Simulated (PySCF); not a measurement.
## KSe: from constants to spectrum

UHF-CCSD(T) constants of KSe, ²Π (doublet), unpaired electrons π ↑ (PySCF, no relativity, basis sets K def2-SVP, Se def2-SVP; masses 38.9637 and 79.9165 u):

| Property | Result |
| --- | --- |
| ωe | 192.3 cm⁻¹ |
| ωexe | 0.601 cm⁻¹ |
| Be | 0.071219 cm⁻¹ |
| αe | 0.000367 cm⁻¹ |
| D (centrifugal) | 3.91e-08 cm⁻¹ |
| De to K + Se | 1.99 eV |

Q: Give the vibrational terms G(v) and spacings up to v = 6.

A: G(v) = ωe(v+½) − ωexe(v+½)².

| v | G(v) (cm⁻¹) | G(v) − G(v−1) | Bv (cm⁻¹) |
| --- | --- | --- | --- |
| 0 | 96.0 |  | 0.07104 |
| 1 | 287.1 | 191.1 | 0.07067 |
| 2 | 477.0 | 189.9 | 0.07030 |
| 3 | 665.7 | 188.7 | 0.06993 |
| 4 | 853.2 | 187.5 | 0.06957 |
| 5 | 1039.5 | 186.3 | 0.06920 |
| 6 | 1224.6 | 185.1 | 0.06883 |

Q: How well does the Morse estimate ωe²/(4ωexe) reproduce De, and what is D0?

A: It gives 1.91 eV, 96 % of the computed De. D0 = De − G(0) = 1.99 − 0.01 = 1.98 eV.

Correlated steps freeze 14 core orbitals. Correlated levels converge slowly with the basis: in double zeta they bind strong bonds too weakly, by up to about 1 eV, and carry superposition errors of some tenths. Spin–orbit coupling is left out. The state was picked by a PBE0 search and need not be the measured ground state.
